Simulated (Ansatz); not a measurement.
`CC1([SiH3])C[SiH2]1` + `[OH][InH][Br]` → `[SiH3][O][InH][Br]` + `CC1C[SiH2]1`  (ligand exchange at the Si–C bond)

Program: Ansatz. Geometries: PBE0-D4/def2-TZVP. ΔE: electronic, gas phase. CCSD(T)/CBS adds triple-zeta CCSD(T) − MP2 to the extrapolated MP2 energy (def2 sets, frozen cores). DFT in def2-TZVPP. B3LYP here is the variant with VWN-RPA as its local correlation; programs differ in this. Elements past krypton have def2 core potentials. For Br, In outer-core shells are correlated without core-valence functions, which leaves a few kJ/mol of doubt a bond. Scalar relativity is left out up to krypton. Each species was taken in one conformer, which may not be the lowest.

```json
{"level": "r2SCAN", "ΔE (kJ/mol)": "-98.3"}
{"level": "B3LYP", "ΔE (kJ/mol)": "-107.2"}
{"level": "HF/def2-QZVPP", "ΔE (kJ/mol)": "-131.0"}
{"level": "HF/CBS(def2)", "ΔE (kJ/mol)": "-131.2"}
```

Q: What does CCSD(T)/CBS give? (An estimate is asked.)

A: The calculation gave: -97.6 kJ/mol. The listed levels differ from it by -0.7, -9.6, -33.4, -33.6 kJ/mol.

Largest T1 diagnostic among the species: 0.014.

From PBE to PBE0 (25 % exact exchange), in def2-TZVPP and without D4, ΔE moves by −6.4 kJ/mol. The D4 term adds +7.5 kJ/mol with B3LYP and +4.0 kJ/mol with PBE0; it sums over pairs of atoms, weighted by their polarisabilities, and B3LYP, whose exchange is more repulsive, gets the larger term. In def2-TZVPP, CCSD(T) changes the Hartree–Fock value by +30.5 kJ/mol (the triples alone add +4.9 kJ/mol) and MP2 by +33.1 kJ/mol.
